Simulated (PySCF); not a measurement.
Molecule: `B1CCCC1`, C4H9B.

Geometry:
| atom | x (Å) | y (Å) | z (Å) |
| --- | --- | --- | --- |
| B1 | 0.047 | 1.396 | -0.069 |
| C2 | 1.270 | 0.431 | 0.110 |
| C3 | 0.644 | -0.940 | 0.404 |
| C4 | -0.707 | -0.929 | -0.321 |
| C5 | -1.239 | 0.503 | -0.163 |
| H6 | 0.088 | 2.604 | -0.124 |
| H7 | 1.722 | 0.431 | -0.908 |
| H8 | 2.081 | 0.742 | 0.787 |
| H9 | 1.276 | -1.793 | 0.110 |
| H10 | 0.475 | -1.037 | 1.491 |
| H11 | -0.550 | -1.141 | -1.394 |
| H12 | -1.395 | -1.705 | 0.051 |
| H13 | -2.028 | 0.803 | -0.868 |
| H14 | -1.686 | 0.631 | 0.849 |

Spin–spin couplings on one PBE0-D3(BJ)/def2-SVP geometry, PySCF 2.14.0 with density-fitted response routines, gas phase, non-relativistic, equivalent pairs averaged (spin–dipole term only in couplings to heteroatoms); isotopes ¹³C, ¹H, ¹¹B; basis pcJ-1.

How do the couplings (Hz) change with the functional? Times are CPU seconds on 1 thread of an x86-64 server CPU, shared host; the GGAs took longer than the global hybrids here, which isn't the general rule, and the cause wasn't traced.

Results:


| functional | functions | ¹J(C3,H9) | ¹J(B1,H6) | ¹J(C2,H7) | ¹J(B1,C2) | ¹J(C3,C4) | ¹J(C2,C3) | ²J(H7,H8) | core-s |
| --- | --- | --- | --- | --- | --- | --- | --- | --- | --- |
| HF | 225 | 161.8 | 149.2 | 146.5 | 66.5 | 63.0 | 59.8 | -37.2 | 28 |
| LDA | 225 | 102.2 | 107.5 | 95.7 | 31.7 | 20.5 | 19.5 | -14.4 | 32 |
| PBE | 225 | 122.4 | 129.6 | 113.2 | 41.4 | 29.4 | 27.9 | -19.1 | 50 |
| KT2 | 225 | 128.6 | 134.5 | 118.6 | 32.6 | 21.5 | 20.0 | -25.3 | 52 |
| B3LYP | 225 | 133.8 | 138.8 | 123.8 | 46.9 | 35.5 | 33.8 | -21.2 | 20 |
| PBE0 | 225 | 126.6 | 131.1 | 116.5 | 44.8 | 34.0 | 32.4 | -21.3 | 42 |
| B97-2 | 225 | 120.7 | 133.8 | 110.7 | 47.0 | 33.4 | 31.9 | -18.6 | 38 |
| BHandHLYP | 225 | 143.9 | 144.9 | 132.5 | 53.3 | 43.7 | 41.7 | -24.9 | 42 |
| CAM-B3LYP | 225 | 131.3 | 135.8 | 121.4 | 46.0 | 35.3 | 33.9 | -21.6 | 52 |
